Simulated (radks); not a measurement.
Sm III, 60 electrons, occupied as [Xe] 4f6. Calculated with a radial shooting solver on a logarithmic mesh with Libxc functionals: scalar-relativistic Kohn-Sham, r2SCAN, spin-polarised, spherical densities, finite nucleus; open shells are filled with parallel spins first (spin-orbit coupling, left out, can overturn this in heavy ions); meta-GGA in the generalised Kohn-Sham scheme; Fermi nuclear charge, rms radius 5.0819 fm. Some entries of the table are withheld. Estimate them.

| orbital | occ. | eigenvalue (eV) | <r> (bohr) | r(max) (bohr) |
|---|---|---|---|---|
| 1s up | 1 | -46757.45 | 0.02275 | 0.01449 |
| 1s down | 1 | -46757.44 | 0.02275 | 0.01449 |
| 2s down | 1 | -7671.523 | 0.09698 | 0.08211 |
| 2s up | 1 | -7671.497 | 0.09698 | 0.08211 |
| 2p down | 3 | -6841.322 | 0.08548 | 0.06636 |
| 2p up | 3 | -6841.312 | 0.08548 | 0.06636 |
| 3s up | 1 | -1698.893 | 0.2546 | 0.2334 |
| 3s down | 1 | -1696.550 | 0.2544 | 0.2333 |
| 3p up | 3 | -1437.953 | 0.2531 | 0.2289 |
| 3p down | 3 | -1435.605 | 0.2529 | 0.2287 |
| 3d up | 5 | -1084.535 | 0.2311 | 0.1880 |
| 3d down | 5 | -1082.701 | 0.2308 | 0.1879 |
| 4s up | 1 | -353.5621 | 0.5798 | 0.5398 |
| 4s down | 1 | -347.4895 | 0.5795 | 0.5394 |
| 4p up | 3 | -267.4432 | 0.6138 | 0.5633 |
| 4p down | 3 | -261.2896 | 0.6135 | 0.5627 |
| 4d up | 5 | -146.1717 | 0.6717 | 0.5882 |
| 4d down | 5 | -139.9048 | 0.6722 | 0.5874 |
| 5s up | 1 | -58.9520 | 1.402 | 1.258 |
| 5s down | 1 | -55.6515 | 1.438 | 1.277 |
| 5p up | 3 | -38.0316 | 1.627 | 1.424 |
| 5p down | 3 | -35.6526 | 1.675 | 1.453 |
| 4f up | 6 | -17.0111 | (1) | 0.6139 |
| 4f down | 0 | -11.4734 | (2) | 0.6174 |

Answer. 
(1) 4f up <r> (bohr): 0.9668
(2) 4f down <r> (bohr): 1.058
